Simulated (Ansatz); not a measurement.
Harmonic frequencies (cm⁻¹) at PBE0-D4/def2-TZVP from Ansatz: 36, 71, 127, 199, 253, 376, 432, 465, 518, 571, 695, 822, 900, 939, 1015, 1063, 1123, 1131, 1154, 1174, 1231, 1275, 1350, 1388, 1391, 1411, 1413, 1441, 1467, 1473, 3073, 3079, 3089, 3115, 3124, 3136.

Each molecule was computed in one conformer, which needn't be the lowest.

(1) Which molecule is it?
A. `FCC(F)CC(F)F`
B. `FCCC(F)(F)CF`
C. `CC(F)(CF)C(F)F`
D. `FC(F)CCC(F)F`

Results:

(1) D.
